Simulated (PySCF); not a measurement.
C2H4F2Si.
Atom-mapped SMILES: `[F:1]/[CH:2]=[C:3](\[F:4])[SiH3:5]` (hydrogens: H6 on C2; H7, H8, H9 on Si5)

Cartesian coordinates in Å at the PBE0-D3(BJ)/def2-SVP level; atoms count from 1:
```
atom  x, y, z in Å
F1     2.7211    0.0694    0.4151
C2     1.4581   -0.3183    0.3483
C3     0.4763    0.4766   -0.0902
F4     0.7662    1.7271   -0.4807
Si5   -1.3256   -0.0447   -0.2036
H6     1.2813   -1.3448    0.6790
H7    -1.7965    0.0669   -1.6143
H8    -2.1661    0.8334    0.6608
H9    -1.4106   -1.4604    0.2600
```

Level of theory: PySCF, TDDFT CAM-B3LYP/def2-SVPD, vertical, gas phase, core orbitals frozen in the response.

Transition dipole moments from the ground state, in atomic units and in the frame of the coordinates above (overall signs are arbitrary), for the states with f of 0.002 or more among the lowest 9:

| state | E (hartree) | μx | μy | μz |
| --- | --- | --- | --- | --- |
| S1 | 0.2356 | -0.033 | 0.080 | 0.239 |
| S2 | 0.2624 | -1.411 | 0.528 | -0.414 |
| S4 | 0.2857 | 0.007 | -0.032 | -0.111 |
| S5 | 0.2944 | 0.048 | -0.070 | -0.178 |
| S6 | 0.2951 | 0.034 | -0.057 | -0.141 |
| S7 | 0.3044 | -0.099 | -0.134 | 0.039 |
| S9 | 0.3240 | -0.336 | 0.120 | -0.094 |

Work out the oscillator strengths.

f = (2/3) ΔE |μ|² with ΔE in hartree (27.2114 eV).

```
state  |μ|² (au)  |μ| (D)      f
   S1      0.065     0.65  0.010
   S2      2.442     3.97  0.427
   S4      0.013     0.29  0.003
   S5      0.039     0.50  0.008
   S6      0.024     0.40  0.005
   S7      0.029     0.43  0.006
   S9      0.136     0.94  0.029
```

What is the point group, and which symmetry does each of these states have?

Cs. The ground state is totally symmetric, so the direction of μ fixes the label. Polarised normal to the mirror plane, so A″: S1, S4, S5 and S6. Polarised in the mirror plane, so A′: S2, S7 and S9.

Which bond between heavy atoms lies closest to the direction of the S2 transition dipole?

C2–C3, at 18° from it; next C3–Si5 at 38°.

What angle do the transition dipoles of S1 and S9 make?

|cos θ| = |μa·μb| / (|μa| |μb|) = 0.02, so θ ≈ 89° (taken between 0 and 90°, since the signs are arbitrary).

How is the summed strength of these states shared among x, y and z?

(2/3) Σ ΔE μα² gives 0.376 for x, 0.058 for y and 0.054 for z, 0.488 in all.

What peak molar absorption coefficient would the strongest computed level give as a lone Gaussian band 0.4 eV wide at half height?

ε(max) = 2.175×10⁸ f / FWHM, with the width in cm⁻¹. S2: 2.175×10⁸ × 0.4272 / 3226 ≈ 29000 L mol⁻¹ cm⁻¹.

The vertical ionisation energy (ΔSCF) is 10.07 eV, 1.25 eV above S9.
